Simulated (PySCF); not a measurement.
# Dipole response of Mg (magnesium, neutral)

[Ne] 3s2, closed-shell 1S. All numbers are calculated (PySCF 2.14, the non-relativistic Hamiltonian (point nucleus), in aug-cc-pCVQZ). Coupled (time-dependent) response in atomic units; α is the mean over directions.

```tsv
method	mean α (bohr³)	C₆ (like pair)	S(−4)
UHF	81.59	766.4	3574
PBE	74.17	661.1	3005
PBE0	75.12	676.0	3049
PBEsol	74.08	660.0	2994
MN15	75.65	676.5	3162
```

S(−4) is the Cauchy moment in α(ω) = α(0) + S(−4) ω² + …

Reference α: 71.2 ± 0.4 bohr³ (recommended; Schwerdtfeger and Nagle, table of static dipole polarizabilities (2023 update)). Published C₆: 626.0 (Chu and Dalgarno (2004); Tang, Norbeck and Certain (1976)).

Hartree-Fock lies above the reference because it lacks correlation, which contracts the outer shell.

α(iu) at PBEsol:

| u (hartree) | α(iu) (bohr³) |
| --- | --- |
| 0 | 74.08 |
| 0.0500 | 67.30 |
| 0.100 | 52.92 |
| 0.200 | 28.88 |
| 0.300 | 16.69 |
| 0.500 | 7.355 |
| 0.750 | 3.721 |
| 1.00 | 2.326 |
| 1.50 | 1.251 |
| 2.00 | 0.8319 |
| 3.00 | 0.4791 |
| 5.00 | 0.2353 |

A single London oscillator, α(iu) = α/(1 + u²/ω²), gives C₆ = (3/4) ω α². Matching the computed C₆ needs ω = 4 × 660.0 / (3 × 74.08²) = 0.160 hartree.
